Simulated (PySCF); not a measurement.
Isomers of C7H11NSi, from PBE0-D3(BJ)/def2-SVP geometry optimisation, gas phase in PySCF. One conformer each, no zero-point energy, no frequencies.

Question: Which isomer lies lowest at this level?
A. `[NH2:1][c:2]1[cH:3][cH:4][c:5]([CH2:6][SiH3:7])[cH:8][cH:9]1` with C4–C5–C6–Si7 -91°: A = 3690, B = 684.0, C = 640.5 MHz, dipole 2.39 D
B. `[CH2:1]=[CH:2][CH2:3][c:4]1[cH:5][cH:6][n:7]([SiH3:8])[cH:9]1` with C1–C2–C3–C4 121°, C2–C3–C4–C5 -55°: A = 5013, B = 596.5, C = 555.5 MHz, dipole 1.58 D
C. `[CH3:1][c:2]1[cH:3][cH:4][cH:5][cH:6][c:7]1[NH:8][SiH3:9]` with C6–C7–N8–Si9 1°: A = 2362, B = 984.4, C = 703.6 MHz, dipole 1.41 D

Answer: C. That is `Cc1ccccc1N[SiH3]`, 11.4 kcal/mol below the next.

| SMILES | mapped SMILES | E (Eh) | relative (kcal/mol) | relative (kJ/mol) | dipole (D) |
| --- | --- | --- | --- | --- | --- |
| Cc1ccccc1N[SiH3] | [CH3:1][c:2]1[cH:3][cH:4][cH:5][cH:6][c:7]1[NH:8][SiH3:9] | -616.81410 | 0.0 | 0.0 | 1.41 |
| Nc1ccc(C[SiH3])cc1 | [NH2:1][c:2]1[cH:3][cH:4][c:5]([CH2:6][SiH3:7])[cH:8][cH:9]1 | -616.79595 | 11.4 | 47.6 | 2.39 |
| C=CCc1ccn([SiH3])c1 | [CH2:1]=[CH:2][CH2:3][c:4]1[cH:5][cH:6][n:7]([SiH3:8])[cH:9]1 | -616.76528 | 30.6 | 128.2 | 1.58 |

As drawn, the lowest has an N–H bond, which the highest lacks; the highest has a C=C bond outside aromatic rings, which the lowest lacks.
